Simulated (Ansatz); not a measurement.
Problem. Name a neutral molecule of C, Ge, O and H with HOMO energy (B3LYP/def2-TZVPP) between -7.40 and -7.10 eV and HOMO–LUMO gap (PBE0/def2-TZVPP) between 8.50 and 8.80 eV (Ansatz, PBE0-D4/def2-TZVP geometry).

Solution. `CO[CH2][GeH3]` (-7.39 eV, 8.52 eV). Other molecules can fit too; these were computed, each in one conformer that needn't be the lowest.

B3LYP here is the variant with VWN-RPA as its local correlation; programs differ in this.
